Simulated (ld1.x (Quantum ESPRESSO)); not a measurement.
# Logarithmic derivatives: iridium (Ir), TM

ld1.x (Quantum ESPRESSO) 7.5 input, shortened:

```
&input
   title='Ir', zed=77., rel=1, dft='BP', iswitch=3,
   config='[Xe] 4f14 5d7 6s0 6p0'
 /
 &inputp
   pseudotype=2, tm=.true., lloc=0,
   nlcc=.true.
 /
3
5P  2  1   6.00   0.00  1.95  1.95  0.0
5D  3  2   7.00   0.00  1.65  1.65  0.0
5S  1  0   2.00   0.00  1.05  1.05  0.0
 &test
   configts(1)='5s2 5p6 5d7 6s0 6p0'
 /
```

The phase is arctan(r·u′/u) with u = r·R(r), unwrapped; energies in Ry, scanned from -11 to 5 Ry. A pole is an energy at which the radial function vanishes at the test radius. The pseudo phase is shifted by a multiple of π to meet the all-electron one at the reference energy, and phase errors are pseudo minus all-electron; the curves can meet again beyond the range given. Levels narrower than the energy grid can be missing from the lists of poles.

Q: For each channel, where are the poles, and over which energies does the pseudopotential scatter like the atom?

A:

```json
{"channel": "s", "radius (bohr)": "2.14", "reference energy (Ry)": "-8.51", "poles, all-electron": "-8.43, 3.24", "poles, pseudo": "-8.44, 2.98", "unbroken range about the reference energy with phases within 0.05 rad": "below -1.6", "phase error 1 Ry above the reference energy (rad)": "-0.000"}
{"channel": "p", "radius (bohr)": "2.14", "reference energy (Ry)": "-5.33", "poles, all-electron": "-5.08", "poles, pseudo": "-5.08", "unbroken range about the reference energy with phases within 0.05 rad": "below -0.6", "phase error 1 Ry above the reference energy (rad)": "-0.001"}
{"channel": "d", "radius (bohr)": "2.14", "reference energy (Ry)": "-1.80", "poles, all-electron": "-0.76", "poles, pseudo": "-0.76", "unbroken range about the reference energy with phases within 0.05 rad": "below 3.2", "phase error 1 Ry above the reference energy (rad)": "-0.000"}
```

Phases in the s channel:

```
E (Ry)  all-electron  pseudo
-11.00         1.399   1.399
-10.52         1.391   1.391
-10.04         1.380   1.380
 -9.56         1.365   1.364
 -9.08         1.328   1.328
 -8.60         0.186   0.180
 -8.12        -1.705  -1.705
 -7.64        -1.746  -1.746
 -7.16        -1.767  -1.767
 -6.68        -1.784  -1.784
 -6.20        -1.801  -1.801
 -5.72        -1.820  -1.820
 -5.24        -1.842  -1.842
 -4.76        -1.869  -1.869
 -4.28        -1.902  -1.903
 -3.80        -1.947  -1.949
 -3.32        -2.010  -2.013
 -2.84        -2.104  -2.111
 -2.36        -2.260  -2.274
 -1.88        -2.547  -2.580
 -1.40        -3.077  -3.142
 -0.92        -3.715  -3.779
 -0.44        -4.123  -4.163
  0.04        -4.338  -4.364
  0.52        -4.461  -4.481
  1.00        -4.540  -4.556
  1.48        -4.595  -4.609
  1.96        -4.636  -4.649
  2.44        -4.669  -4.682
  2.92        -4.696  -4.709
  3.40        -4.720  -4.733
  3.88        -4.742  -4.756
  4.36        -4.762  -4.778
  4.84        -4.782  -4.800
```
